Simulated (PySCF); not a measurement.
H₇N₃OSi. Atoms are numbered in the order given.

```xyz
12

N     -1.0737     1.2537    -0.4792
Si    -0.0141    -0.0088     0.0029
N      1.5604     0.5736     0.4424
N      0.0389    -1.0920    -1.3405
O     -0.6005    -0.7632     1.3783
H     -1.4994     1.9020     0.1720
H     -1.1058     1.5804    -1.4374
H      1.9911     1.2955    -0.1275
H      2.2654    -0.0675     0.7956
H     -0.8210    -1.5561    -1.6210
H      0.8219    -1.7352    -1.4082
H     -0.3315    -0.3372     2.2007
```
Charge 0, spin multiplicity 1.

Geometry: B3LYP-D3(BJ)/def2-SVP. One conformer was computed; it need not be the lowest.

Calculation: TDA-CAM-B3LYP/def2-SVPD in PySCF.

Vertical excitations. Gas-phase values at a fixed geometry.

| state | energy (eV) | λ (nm) | f | main pairs |
|---|---|---|---|---|
| S1 | 6.45 | 192 | 0.020 | HOMO→LUMO 80 % |
| S2 | 6.65 | 187 | 0.070 | HOMO−1→LUMO 74 % |
| S3 | 6.80 | 182 | 0.085 | HOMO−2→LUMO 74 % |
| S4 | 7.84 | 158 | 0.029 | HOMO→LUMO+2 40 %, HOMO−3→LUMO 23 %, HOMO→LUMO 6 % |
| S5 | 7.96 | 156 | 0.013 | HOMO→LUMO+1 44 %, HOMO−3→LUMO 11 %, HOMO−2→LUMO 8 %, HOMO−1→LUMO 8 % |
| S6 | 8.03 | 154 | 0.004 | HOMO−1→LUMO+1 24 %, HOMO−1→LUMO+3 18 %, HOMO→LUMO+3 14 %, HOMO−2→LUMO+1 10 % |
| S7 | 8.18 | 152 | 0.025 | HOMO−3→LUMO 21 %, HOMO−2→LUMO+3 17 %, HOMO−1→LUMO+1 14 %, HOMO→LUMO+3 14 % |
| S8 | 8.23 | 151 | 0.006 | HOMO→LUMO+2 21 %, HOMO→LUMO+4 19 %, HOMO−1→LUMO+1 13 %, HOMO−3→LUMO 11 % |
| S9 | 8.28 | 150 | 0.002 | HOMO−1→LUMO+2 33 %, HOMO−1→LUMO+4 18 %, HOMO→LUMO+5 15 %, HOMO−1→LUMO+3 7 % |
| S10 | 8.36 | 148 | 0.004 | HOMO−2→LUMO+1 26 %, HOMO−2→LUMO+2 19 %, HOMO−2→LUMO+4 17 %, HOMO→LUMO+6 8 % |
| T1 | 6.14 | 202 | 0 | HOMO→LUMO 71 % |
| T2 | 6.28 | 197 | 0 | HOMO−1→LUMO 66 % |
| T3 | 6.43 | 193 | 0 | HOMO−2→LUMO 61 % |
| T4 | 7.52 | 165 | 0 | HOMO−3→LUMO 42 %, HOMO→LUMO+2 20 %, HOMO−3→LUMO+2 9 % |
Triplets are in the Tamm–Dancoff approximation.
